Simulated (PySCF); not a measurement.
## GaH₃: fields on a plane

All numbers come from BP86 in PySCF with Ga def2-TZVP, H def2-TZVP; no relativity; density-fitted integrals.

The singlet minimum has Ga–H 1.575 Å (×3); H–Ga–H 120.0° (×3).

The plane holds Ga1 at (0.00, 0.00), H2 at (1.58, 0.00), H3 at (-0.79, 1.36), H4 at (-0.79, -1.36) Å. Columns run from x = -2.85 to 3.75 Å, rows from y = 3.75 (top) to -3.45 Å, in steps of 0.3 Å. Other isomers or separated fragments may lie lower.

**Question.** Give the electron density (e/Å³) (cut at 5 e/Å³). Lower edges of the bins (e/Å³): '0' 0.000, '1' 0.030, '2' 0.076, '3' 0.151, '4' 0.268, '5' 0.455, '6' 0.750, '7' 1.218, '8' 1.960, '9' 3.136; top 5.00.

**Answer.** 
```
00000000000000000000000
00000000000000000000000
00000000000000000000000
00000000000000000000000
00000000000000000000000
00000111110000000000000
00001233321000000000000
00001356532110000000000
00012468643211100000000
00012456654322211000000
00001345666543332100000
00001245899855553210000
00001246999966775310000
00001246999966775310000
00001245899855553210000
00001345666543332100000
00012456654322211000000
00012468643211100000000
00001356532110000000000
00001233321000000000000
00000111110000000000000
00000000000000000000000
00000000000000000000000
00000000000000000000000
00000000000000000000000
```

**Question.** Give the electrostatic potential (V) (cut at 20 V). Every second row and column.

**Answer.** 
```
-0.1 -0.1 -0.2 -0.2 -0.2 -0.1 -0.1 -0.1 -0.1 -0.1 -0.1  0.0
-0.1 -0.2 -0.2 -0.3 -0.3 -0.2 -0.1 -0.1 -0.1 -0.1 -0.1 -0.1
-0.2 -0.3 -0.3 -0.1 -0.2 -0.3 -0.2 -0.1 -0.1 -0.1 -0.1 -0.1
-0.2 -0.3  0.2  3.3  2.5  0.1  0.0 -0.1 -0.2 -0.2 -0.2 -0.1
-0.2 -0.3  0.7 20.0 17.8  2.9  1.5  0.2 -0.2 -0.3 -0.2 -0.2
-0.2 -0.2  0.4  5.2 17.0 20.0  8.5  2.1  0.9 -0.2 -0.3 -0.2
-0.1  0.0  0.9  8.6 20.0 20.0 20.0 20.0 11.9  0.3 -0.3 -0.2
-0.1 -0.1  0.7  6.3 20.0 20.0 16.3  7.5  4.2  0.1 -0.3 -0.2
-0.2 -0.3  0.5 11.7 12.5  8.4  3.8  0.7  0.0 -0.3 -0.3 -0.2
-0.2 -0.3  0.6 13.0  9.3  0.9  0.5  0.0 -0.2 -0.2 -0.2 -0.1
-0.2 -0.3 -0.1  0.6  0.4 -0.2 -0.1 -0.1 -0.1 -0.1 -0.1 -0.1
-0.2 -0.2 -0.3 -0.3 -0.3 -0.3 -0.2 -0.1 -0.1 -0.1 -0.1 -0.1
-0.1 -0.2 -0.2 -0.2 -0.2 -0.2 -0.1 -0.1 -0.1 -0.1 -0.1  0.0
```
